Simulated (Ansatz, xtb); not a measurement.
Pulling on the B1–F2 bond in BFGeH4 (SMILES F[BH][GeH3]) (multiplicity 1 held, fragments rigid). Energies count from the point at 1.323 Å.
Geometry at that point (charge 0, multiplicity 1):
```xyz
7

B      0.468    -1.269    -0.231
F     -0.423    -2.200     0.071
Ge     0.006     0.748     0.028
H      0.136     1.489    -1.317
H     -1.411     0.984     0.580
H      1.020     1.393     0.994
H      1.522    -1.652    -0.650
```

Restricted levels (R-, RO-) in cc, def2 and unpolarised 6-31G sets keep to the state of the molecule at rest. U- levels take the lowest unrestricted solution at each point, which mixes spins at long bonds. Left out are points that failed, MP2 points in a non-variational dive below the minimum, coupled-cluster points behind a sign of a changed root (a jump of the amplitudes, or a one-step jump against full CI or MRCI), small-basis points behind a change of solution, and semi-empirical points at long bonds. Levels need not reach the same state.

Cores are frozen in the correlated methods. Filled d and f shells under p-block atoms count as core.

Run with Ansatz (Gaussian basis) for Hartree–Fock, density functionals and correlated methods; xtb for the GFN methods. Each number belongs to the level named beside it. The GFN methods have no spin term and hold the electronic entropy of 300 K.

Energies in kJ/mol.

```csv
R (Å),GFN2-xTB,U-SCS-MP2/cc-pVDZ,R-CCSD/cc-pVDZ,R-CCSD(T)/cc-pVDZ
1.058,260,298,297,299
1.191,36,62,61,63
1.323,0,0,0,0
1.455,32,19,20,19
1.588,86,75,77,75
1.786,174,184,187,182
1.985,258,295,298,290
2.315,375,544,456,441
2.646,457,623,572,540
3.043,517,649,662,567
3.572,555,659,left out,348
4.234,left out,662,left out,-297
```

Doubts at one or more of the structures used: a spin-contaminated determinant (U-SCS-MP2/cc-pVDZ); a restricted determinant that unrestricted orbitals would lower (R-CCSD/cc-pVDZ, R-CCSD(T)/cc-pVDZ); T1 above 0.05 (R-CCSD/cc-pVDZ, R-CCSD(T)/cc-pVDZ); other coupled-cluster roots lie near (R-CCSD/cc-pVDZ, R-CCSD(T)/cc-pVDZ).

Ansatz is a first-principles code.
